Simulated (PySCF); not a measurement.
# Polarisability and C₆ of V³⁺ (vanadium, charge +3)

[Ar] 3d2, high-spin 3F determinant. Calculation: PySCF 2.14, in aug-cc-pVDZ (7s6p4d2f, 59 functions); the non-relativistic Hamiltonian (point nucleus). Coupled (time-dependent) response in atomic units; α is the mean over directions. A double-zeta set is small for polarisabilities.

```csv
method,mean α (bohr³),C₆ (like pair),S(−4)
HSE06,1.975,4.800,1.220
```

S(−4) is the Cauchy moment in α(ω) = α(0) + S(−4) ω² + …

α(iu) at HSE06:

| u (hartree) | α(iu) (bohr³) |
| --- | --- |
| 0 | 1.975 |
| 0.0500 | 1.972 |
| 0.100 | 1.963 |
| 0.200 | 1.929 |
| 0.300 | 1.878 |
| 0.500 | 1.745 |
| 0.750 | 1.563 |
| 1.00 | 1.385 |
| 1.50 | 1.075 |
| 2.00 | 0.8313 |
| 3.00 | 0.5130 |
| 5.00 | 0.2348 |

A single London oscillator, α(iu) = α/(1 + u²/ω²), gives C₆ = (3/4) ω α². Matching the computed C₆ needs ω = 4 × 4.800 / (3 × 1.975²) = 1.64 hartree.

For an ion, C₆ is the dispersion term alone; charge-induced terms of lower order in 1/R come first.
